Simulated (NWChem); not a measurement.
Species: phosphorus nitride (PN); SMILES N#P

Computed with NWChem. Each level has its own optimisation. Computed dipoles belong to the equilibrium geometry; the measured one is vibrationally averaged.

Measured dipole moment: 2.75 D (NIST CCCBDB, as tabulated in the package chemicals).

Question: Which of these levels lies farthest from the measured value, and how do the others fare: PBE/3-21G; PBE/def2-TZVPP; PBE/pcseg-1; PBE/pcseg-2; PBE/aug-pcseg-1?

Answer: PBE/3-21G.
| level | dipole moment (D) | computed − measured |
|---|---|---|
| PBE/3-21G | 1.77 | -0.98 |
| PBE/pcseg-1 | 2.46 | -0.29 |
| PBE/aug-pcseg-1 | 2.62 | -0.13 |
| PBE/pcseg-2 | 2.68 | -0.07 |
| PBE/def2-TZVPP | 2.66 | -0.09 |
